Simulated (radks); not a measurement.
Values are calculated unless marked as measured or tabulated.
Removal energies from the xenon ion Xe3+, [Kr] 4d10 5s2 5p3, by Delta-SCF beside the eigenvalue of the level emptied. Level of theory: non-relativistic Kohn-Sham, PBE, spin-polarised, spherical densities, point nucleus (a radial shooting solver on a logarithmic mesh with Libxc functionals). Open shells are filled with parallel spins first.

removed from,final configuration,Delta-SCF (eV),-eigenvalue (eV)
5p,[Kr] 4d10 5s2 5p2,43.114,37.865
5s,[Kr] 4d10 5s1 5p3,51.850,46.353
4d,[Kr] 4d9 5s2 5p3,105.02,94.973
4p,[Ar] 3d10 4s2 4p5 4d10 5s2 5p3,181.87,171.07
